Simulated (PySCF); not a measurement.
Zn(SiH3)(OSiH3) (H₆OSi₂Zn), SMILES [SiH3][O][Zn][SiH3]. Atoms are numbered in the order given.

```xyz
10

Zn    -0.1858     0.1340     0.3686
Si    -1.7197     1.3341     1.6650
H     -2.2709     0.4856     2.7675
H     -2.8689     1.8082     0.8318
H     -1.0765     2.5345     2.2853
O      1.0082    -0.8055    -0.5519
Si     1.5998    -1.2155    -2.0211
H      0.5634    -1.8841    -2.8782
H      2.7492    -2.1631    -1.8791
H      2.0896    -0.0184    -2.7846
```
Charge 0, spin multiplicity 1.

Geometry optimised at PBE0-D3(BJ)/def2-SVP. The structure was generated by enumeration; whether it is a known compound was not checked. Other conformers were not sampled.

These are PBE/def2-TZVP (PySCF) values and carry that method's errors.

The molecule is in vacuum.

Computed frontier levels, gap, dipole moment and polarisability:
```json
{
  "highest_occupied_level": "-6.75 eV",
  "lowest_empty_level": "-1.71 eV",
  "orbital_gap": "5.03 eV",
  "dipole_moment": "0.405 e·Å",
  "quadrupole, principal values (traceless, Buckingham form, about the centre of nuclear charge)": "-6.50, 3.02, 3.48 D·Å",
  "mean_static_polarisability": "89.9 bohr³ (13.32 Å³)",
  "polarisability_principal_values": "72.9, 73.0, 123.8 bohr³"
}
```
